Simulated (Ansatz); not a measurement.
`[SiH3][SiH2][SnH3]` + `O[SiH2][SiH3]` → `[SiH3][SiH2][O][SnH3]` + `[SiH3][SiH3]`  (cleavage of the Sn–Si bond)

Program: Ansatz. Geometries: PBE0-D4/def2-TZVP. ΔE: electronic, gas phase. CCSD(T)/CBS is the MP2 limit (def2-TZVPP, def2-QZVPP) plus CCSD(T) − MP2 in def2-TZVPP, frozen cores. Functionals use def2-TZVPP. B3LYP here is the variant with VWN-RPA as its local correlation; programs differ in this. def2 core potentials past Kr. For Sn outer-core shells are correlated without core-valence functions, which leaves a few kJ/mol of doubt a bond. One conformer a species, not always the lowest.

| level | ΔE (kJ/mol) |
| --- | --- |
| PBE0-D4 | 12.2 |
| B3LYP-D4 | -4.1 |
| B2PLYP | -7.0 |
| r2SCAN | 2.1 |
| B3LYP | -4.4 |
| CCSD(T)/def2-TZVPP | -4.2 |
| HF/def2-QZVPP | -25.8 |
| CCSD/CBS(def2) | -4.8 |

Q: What does CCSD(T)/CBS give? (Estimate.)

A: Ansatz gave: -3.5 kJ/mol. The listed levels differ from it by 15.7, -0.6, -3.5, 5.6, -0.9, -0.7, -22.3, -1.3 kJ/mol.

Largest T1 diagnostic among the species: 0.014.

In def2-TZVPP, CCSD(T) changes the Hartree–Fock value by +18.7 kJ/mol (the triples alone add +1.3 kJ/mol) and MP2 by +19.6 kJ/mol.
